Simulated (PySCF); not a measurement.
Compound: C₂H₉OPSi.
Numbering: `[CH3:1][CH2:2][Si@@H:3]([OH:4])[PH2:5]` (hydrogens: H6, H7, H8 on C1; H9, H10 on C2; H11 on Si3; H12 on O4; H13, H14 on P5)

The calculation used PySCF, PBE0-D3(BJ)/def2-SVP geometry optimisation, gas phase.

Task: What internal coordinates does the optimisation give?

Result: 
```
               bond  length (pm)   order
              C1–C2        152.7  single
             C2–Si3        187.9  single
             Si3–O4        167.2  single
             Si3–P5        227.0  single
C1–H6, C1–H7, C1–H8        110.1  single
              C2–H9        110.5  single
             C2–H10        110.5  single
            Si3–H11        149.1  single
             O4–H12         96.2  single
     P5–H13, P5–H14        142.8  single
```

Bonds in one row agree within 1 pm and their mean is given. Orders are formal, as drawn. A selection of angles:
```
     angle  degrees
  C2–C1–H6    111.4
  H6–C1–H7    107.5
 C1–C2–Si3    113.1
  C1–C2–H9    111.0
 C1–C2–H10    110.7
 Si3–C2–H9    108.2
Si3–C2–H10    107.9
 H9–C2–H10    105.5
 C2–Si3–O4    111.7
 C2–Si3–P5    107.9
C2–Si3–H11    110.5
 O4–Si3–P5    109.2
O4–Si3–H11    104.3
P5–Si3–H11    113.3
Si3–O4–H12    116.4
Si3–P5–H13     93.4
H13–P5–H14     94.0
```

Dihedral angles: C1–C2–Si3–O4 56° (synclinal); H12–O4–Si3–C2 67° (synclinal).

Si3 (oxygen-bound silicon) is distorted tetrahedral (angles from 104.3° to 113.3°). P5 (three-coordinate phosphorus) is pyramidal (angles 94.2°, 94.0° and 93.4°, sum 281.6°, 0.86 Å off the plane of its three neighbours).

Point group: C1 (no symmetry element, even within 0.4 Å). Stationary, but not proved a minimum. The numbers are those of one conformer (C1–C2–Si3–O4 56°, C2–Si3–O4–H 67°, C2–Si3–P5–H 68° and 163°).
